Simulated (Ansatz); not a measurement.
Species: sum formula H$_{2}$BO$_{2}$, net charge 0, doublet state. It need not be the lowest isomer of its formula. 
Geometry from a B3LYP-D3(BJ)/def2-TZVP (Ansatz, a quantum-chemistry and plane-wave program) optimisation:
```
B
O 1 1.3477
H 2 0.9710 1 116.96
O 1 1.3477 2 129.88 3 0.00
H 4 0.9710 1 116.96 2 0.00
```
Charge 0, spin multiplicity 2.

Basis-set convergence of Hartree-Fock and MP2 correlation energies (hartree) with Ansatz. Cores are frozen in the correlated levels unless marked. Open shells are spin-unrestricted. No spin-orbit coupling. No relativistic terms.

| basis | functions | E(HF) | E(corr, MP2) |
|---|---|---|---|
| aug-cc-pVDZ | 87 | -175.63925 | -0.46262 |
| aug-cc-pVTZ | 184 | ? | ? |

Q: What belongs in the gaps?

A: 
- aug-cc-pVTZ, E(HF): -175.68876
- aug-cc-pVTZ, E(corr, MP2): -0.56631
